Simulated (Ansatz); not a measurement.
The first iterations of a band of BH6NSeSi (10 atoms, charge 0, multiplicity 1).

The calculation used RKS PBE/def2-SVP (Ansatz 0.2.0).

- movable images: 7
- climbing image: yes
- spring: 5.0 eV/Å²
- optimiser: quadratic models (default)
- start path: through a guess of the saddle point
- force threshold: 0.2 eV/Å
- iteration limit: 60
- end points: relaxed

First end point:

```xyz
10
Properties=species:S:1:pos:R:3
N -0.843 1.209 -0.768
B 0.245 0.646 -1.443
Se 1.452 -0.751 -0.746
Si 0.470 -1.196 1.283
H -1.416 1.936 -1.198
H -1.128 0.981 0.186
H 0.521 1.021 -2.565
H -0.825 -1.951 1.136
H 0.169 0.076 2.037
H 1.437 -2.023 2.080
```

Last end point:

```xyz
10
Properties=species:S:1:pos:R:3
N -0.476 1.608 -1.744
B -0.367 0.704 -0.681
Se 1.330 -0.263 -0.375
Si 0.598 -1.435 1.464
H -1.338 2.122 -1.929
H 0.277 1.820 -2.401
H -1.320 0.517 0.050
H -0.592 -2.295 1.134
H 0.231 -0.517 2.597
H 1.742 -2.313 1.888
```

| iteration | highest image above the first end (eV) | largest band force component (eV/Å) |
| --- | --- | --- |
| 1 | 33.176 | 150.424 |
| 2 | 7.994 | 28.592 |
| 3 | 4.231 | 19.533 |

Task: Does the band converge within its limit, and where does its top end?

Result: The forces met the threshold. It ended after 10 iterations with the highest image 0.198 eV above the first end. The threshold of 0.2 eV/Å is loose, so the images may lie well off the minimum-energy path. Another band between the same ends (7 images) ends at a top of the same energy, where a vibrational analysis finds 1 clearly imaginary mode.

Run time: 110 s on 2 threads of Intel(R) Xeon(R) Platinum 8488C (Sapphire Rapids), with other jobs on the host, peak memory 0.18 GiB.
